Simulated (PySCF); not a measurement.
Here is a computed PBE0-D3(BJ)/def2-SVP geometry (Å):
```
atom  x, y, z in Å
C1     2.2203    0.7996   -0.1962
C2     1.4277   -0.1118   -0.0732
C3     0.3800   -1.1045    0.0861
O4     0.5858   -2.2947    0.0490
Ge5   -1.4677   -0.3691    0.3713
H6     2.9427    1.5887   -0.3078
H7    -1.4532    0.5611    1.5966
H8    -1.8713    0.4419   -0.8722
H9    -2.4132   -1.5571    0.5865
```

Charge 0, singlet.

Q: Which heavy atoms are bonded, and with what formal order?

A: C1–C2 1.21 Å (triple); C2–C3 1.45 Å (single); C3–O4 1.21 Å (double); C3–Ge5 2.01 Å (single). Bonds to hydrogen (Å): C1–H6 1.08; Ge5–H7 1.54; Ge5–H8 1.54; Ge5–H9 1.53.

Q: Which species is it?

A: `C#C[C](=O)[GeH3]`, C3H4GeO.

Q: Classify the heavy atoms.

A: C1: terminal alkyne carbon; C2: alkyne carbon; C3: carbonyl carbon; O4: carbonyl oxygen; Ge5: germanium bonded to C and 3 H.

Q: What is the arrangement about C1?

A: It has 2 neighbours (C2, H6) and is linear (angle 178.5°).

Q: What is the arrangement about Ge5?

A: It has 4 neighbours (C3, H7, H8, H9) and is tetrahedral (angles from 107.7° to 111.3°).
